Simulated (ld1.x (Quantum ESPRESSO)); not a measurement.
## Ranking TM semilocal potentials for Ca

All share these settings but for the change named:

| Item | Value |
| --- | --- |
| Element | calcium |
| Generator | ld1.x (Quantum ESPRESSO) 7.5 |
| Type | norm-conserving Troullier–Martins (semilocal form) |
| Functional | PBE |
| Relativity | scalar-relativistic |
| Frozen core | [Ar] |
| Valence charge | 2 |
| Reference configuration | 3d0.5 4s1.5 4p0 |
| Partial waves | 4s (bound): rc 3.65 bohr; 3d (bound): rc 2.65 bohr; 4p (bound, empty): rc 2.85 bohr |
| Local potential | the p channel |
| Core correction | a·sin(br)/r model core inside 1.45 bohr |

Test errors are all-electron minus pseudo excitation energies from the reference, over 3d0 4s2 4p0; 3d0 4s1 4p0; 3d0 4s1.5 4p0; 3d0 4s0 4p2; 3d0 4s0 4p1; 3d1 4s1 4p0; 3d1 4s0 4p0. None of these files shows a bound ghost.

The base gives 40.1 meV.

Of 5 variants that were run, those that failed, showed a ghost or another fault, or gave nearly equal values are left out.

Question: Rank these variants by their largest absolute test error, smallest first.
A. all radii but the core radius scaled by about 0.87 (s 3.16, p 2.48, d 2.30 bohr)
B. all radii but the core radius scaled by about 1.35 (s 4.94, p 3.84, d 3.58 bohr)
C. all radii but the core radius scaled by about 1.23 (s 4.50, p 3.52, d 3.28 bohr)
D. all radii but the core radius scaled by about 1.11 (s 4.06, p 3.16, d 2.94 bohr)

Answer: D (82.2 meV), C (113.6 meV), B (139.7 meV), A (167.2 meV).
